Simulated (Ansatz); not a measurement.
Ansatz (a first-principles code) input (PBE0/def2-TZVPD):

Ansatz 0.2 input:
```yaml
crystal:
  periodic: [false, false, false]
  atoms:
    - {symbol: O, position_ang: [-1.15154709, 0.57711343, 1.34339516]}
    - {symbol: Si, position_ang: [-0.29104254, 0.31754197, -0.03301267]}
    - {symbol: O, position_ang: [-1.32849778, -0.12810353, -1.22268213]}
    - {symbol: O, position_ang: [0.46136196, 1.76028811, -0.32128942]}
    - {symbol: Si, position_ang: [1.24392105, -1.43784852, 0.14231613]}
    - {symbol: H, position_ang: [-0.84068329, 1.27281137, 1.92913884]}
    - {symbol: H, position_ang: [-2.15882360, 0.35160708, -1.30524278]}
    - {symbol: H, position_ang: [1.02332215, 1.83542730, -1.09670937]}
    - {symbol: H, position_ang: [0.56170293, -2.73283579, 0.37254571]}
    - {symbol: H, position_ang: [2.16973157, -1.17818335, 1.27306769]}
    - {symbol: H, position_ang: [2.05391442, -1.53891920, -1.09843727]}
basis:
  gaussian:
    orbitals: def2-TZVPD
hamiltonian:
  xc: {name: PBE0}
total_charge: -1
magnetization: {spin_polarized: true, initial_magnetization: 1}
```

End of the output:

```
integrals: 0.24 GiB planned
1450 factors; their error is unknown
0.40 GiB of the device are held for the grids
1.72 GiB of device memory are held for the factors and their scratch space
mean field: 1.82 GiB planned
mean field evaluation 1: about -21982.6384 eV, gradient 3.8e1 eV
mean field evaluation 2: about -21976.9510 eV, gradient 5.8e1 eV
mean field evaluation 4: about -21987.7089 eV, gradient 1.5e0 eV
mean field evaluation 8: about -21987.7252 eV, gradient 8.5e-2 eV
mean field evaluation 16: about -21987.7501 eV, gradient 1.1e-3 eV
mean field evaluation 32: about -21986.6769 eV, gradient 3.9e0 eV
mean field -21987.75008689 eV, -808.0349118608 hartree, gradient 2.1e-5 eV, S^2 0.750279; 9 other end points of the search recorded, 0 dependent functions left out
reference -21987.75012468 eV, -808.0349132498 hartree; 30, 29 occupied and 230, 231 virtual orbitals, 1450 factors
Total energy: -21987.75012468 eV, -808.0349132498 hartree
```

This state (charge -1, doublet) is run at the relaxed geometry of the species with charge 0 and multiplicity 1.
